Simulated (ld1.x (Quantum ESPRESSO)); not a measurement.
## Transferability test, TM semilocal potential for tungsten

```
Element                 : tungsten (W)
Generator               : ld1.x (Quantum ESPRESSO) 7.5
Type                    : norm-conserving Troullier–Martins (semilocal form)
Functional              : LDA (PZ)
Relativity              : scalar-relativistic
Frozen core             : [Kr] 4d10 4f14
Valence charge          : 14
Reference configuration : 5s2 5p6 5d4 6s1.75 6p0.25
Partial waves           : 5s (bound): rc 1.20 bohr; 5d (bound): rc 2.10 bohr; 5p (bound): rc 1.75 bohr
Local potential         : the p channel
Core correction         : none
```

Occupied shells without a wave of their own: 6p, 6s. They enter only through the test configuration that unscreens the potential.

Energies are relative to the spin-unpolarised reference configuration 5s2 5p6 5d4 6s1.75 6p0.25; without spin polarisation the order of configurations can differ from experiment. Spin-polarised rows fill each open shell by Hund’s rule, majority spin first.

(1) Give the all-electron excitation energy and the error of the potential for: 5s2 5p6 5d4 6s2 6p0; 5s2 5p6 5d4 6s1 6p0; 5s2 5p6 5d4 6s0 6p0; 5s2 5p6 5d5 6s0 6p0; 5s2 5p6 5d3 6s2 6p1; 5s1 5p6 5d4 6s2 6p0; 5s2 5p6 5d5 6s1 6p0; 5s2 5p6 5d4 6s1.75 6p0.25 (spin-polarised); 5s2 5p6 5d4 6s2 6p0 (spin-polarised).

Answers

(1)

| valence configuration | charge | ΔE all-electron (eV) | error AE − PS (meV) |
| --- | --- | --- | --- |
| 5s2 5p6 5d4 6s2 6p0 | 0 | -1.117 | +8.0 |
| 5s2 5p6 5d4 6s1 6p0 | +1 | 8.016 | -158 |
| 5s2 5p6 5d4 6s0 6p0 | +2 | 24.043 | -392 |
| 5s2 5p6 5d5 6s0 6p0 | +1 | 8.868 | -270 |
| 5s2 5p6 5d3 6s2 6p1 | 0 | 2.984 | +147 |
| 5s1 5p6 5d4 6s2 6p0 | +1 | 84.580 | -122 |
| 5s2 5p6 5d5 6s1 6p0 | 0 | 0.431 | -100 |
| 5s2 5p6 5d4 6s1.75 6p0.25 (spin-polarised) | 0 | -2.209 | +175 |
| 5s2 5p6 5d4 6s2 6p0 (spin-polarised) | 0 | -3.051 | +168 |

The 6p, 6s levels have no wave, so the channel is fitted at the deeper level alone: the likely source of the large errors.
